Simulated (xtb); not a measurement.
terbium atom (Tb), sextet (GFN-xTB shapes and energies of metal compounds can be far from the true ones) (GFN-xTB holds the 4f electrons in the core, so unpaired electrons go into valence orbitals and the state isn't the physical one); GFN0-xTB (xtb).

The xtb input:
```
$ xtb mol.xyz --gfn 0 --uhf 5 --etemp 3000 --json

# file mol.xyz
1

Tb     0.00000000     0.00000000     0.00000000
```

Output, abridged:

```
   ID    Z sym.   atoms
    1   65 Tb     1

           -------------------------------------------------
          |                Calculation Setup                |
           -------------------------------------------------

           -------------------------------------------------
          |                 G F N 0 - x T B                 |
           -------------------------------------------------

          ...................................................
          :                      SETUP                      :
          :.................................................:
          :  # basis functions                  10          :
          :  # atomic orbitals                   9          :
          :  # shells                            3          :
          :  # electrons                         3          :
          :  electronic temp.         3000.0000000     K    :
          :  accuracy                    1.0000000          :
          :  -> integral cutoff          0.2500000E+02      :
          :  -> integral neglect         0.1000000E-07      :
          ...................................................

         :::::::::::::::::::::::::::::::::::::::::::::::::::::
         ::                     SUMMARY                     ::
         :::::::::::::::::::::::::::::::::::::::::::::::::::::
         :: total energy              -1.350926579326 Eh    ::
         :: gradient norm              0.000000000000 Eh/a0 ::
         :: HOMO-LUMO gap              0.000000000000 eV    ::
         ::.................................................::
         :: H0 energy                 -1.350926579326 Eh    ::
         :: repulsion energy           0.000000000000 Eh    ::
         :: electrostat energy         0.000000000000 Eh    ::
         :: -> Gsolv                   0.000000000000 Eh    ::
         ::    -> Gsasa                0.000000000000 Eh    ::
         ::    -> Gshift               0.000000000000 Eh    ::
         :: dispersion energy          0.000000000000 Eh    ::
         :: short-range corr.          0.000000000000 Eh    ::
         :: add. restraining           0.000000000000 Eh    ::
         :: total charge               0.000000000000 e     ::
         :::::::::::::::::::::::::::::::::::::::::::::::::::::

           -------------------------------------------------
          |                Property Printout                |
           -------------------------------------------------

    * Orbital Energies and Occupations

         #    Occupation            Energy/Eh            Energy/eV
      -------------------------------------------------------------
         1        0.9996           -0.3817572             -10.3881
         2        0.6001           -0.3123985              -8.5008
         3        0.6001           -0.3123985              -8.5008
         4        0.6001           -0.3123985              -8.5008 (HOMO)
         5        0.6001           -0.3123985              -8.5008 (LUMO)
         6        0.6001           -0.3123985              -8.5008
         7                         -0.0913002              -2.4844
         8                         -0.0913002              -2.4844
         9                         -0.0913002              -2.4844
      -------------------------------------------------------------
                  HL-Gap            0.0000000 Eh            0.0000 eV
             Fermi-level            0.0000000 Eh            0.0000 eV

     #   Z          covCN         q      C6AA      α(0)
     1  65 Tb       0.000     0.000  3093.579   229.302

 Mol. C6AA /au·bohr⁶  :       3093.578938
 Mol. C8AA /au·bohr⁸  :     719661.754887
 Mol. α(0) /au        :        229.301596

Wiberg/Mayer (AO) data.
largest (>0.10) Wiberg bond orders for each atom

 ---------------------------------------------------------------------------
     #   Z sym  total        # sym  WBO       # sym  WBO       # sym  WBO
 ---------------------------------------------------------------------------
     1  65 Tb   0.000
 ---------------------------------------------------------------------------

 dipole moment from electron density (au)
     X       Y       Z
   0.0000   0.0000   0.0000  total (Debye):    0.000

           -------------------------------------------------
          | TOTAL ENERGY               -1.350926579326 Eh   |
          | GRADIENT NORM               0.000000000000 Eh/α |
          | HOMO-LUMO GAP               0.000000000000 eV   |
           -------------------------------------------------

normal termination of xtb
```
